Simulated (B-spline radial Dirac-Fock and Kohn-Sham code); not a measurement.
**Core and valence levels of Pd⁴²⁺**

System: Pd⁴²⁺, [He] 2s2; nuclear rms radius 4.5318 fm (A = 106).

The computed values come from a radial B-spline solver: Dirac-Fock (average of configuration) total-energy differences with a finite nucleus, the Breit interaction including its frequency dependence, and self-energy and vacuum-polarisation corrections. Correlation and solid-state effects are left out. Energies are counted from the vacuum level.

All terms are in eV, carry their sign (relaxation lowers the binding energy) and add up to the binding energy; ⟨r⟩ is the mean radius of the orbital in the initial state.

| subshell | −ε (Koopmans) | relaxation | Gaunt | retardation | self-energy | vacuum polarisation | binding energy | ⟨r⟩ (bohr) |
| --- | --- | --- | --- | --- | --- | --- | --- | --- |
| K (1s) | 28329.7 | -4.96 | -39.24 | 0.40 | -28.30 | 3.50 | 28261.1 | 0.032 |
| L1 (2s) | 6759.7 | -0.31 | -4.39 | 0.41 | -3.87 | 0.44 | 6752.0 | 0.129 |

For the deepest level, K (1s), the Breit terms make up -0.137 % of the binding energy, QED -0.088 % and orbital relaxation -0.018 %.

Going to the tabulated ground configuration of the next ion removes an electron from L1 (2s), computed at 6752.0 eV. NIST lists 6759 ± 6 eV as the ionisation energy of this species (semi-empirical), +7.04 eV from the computed value.
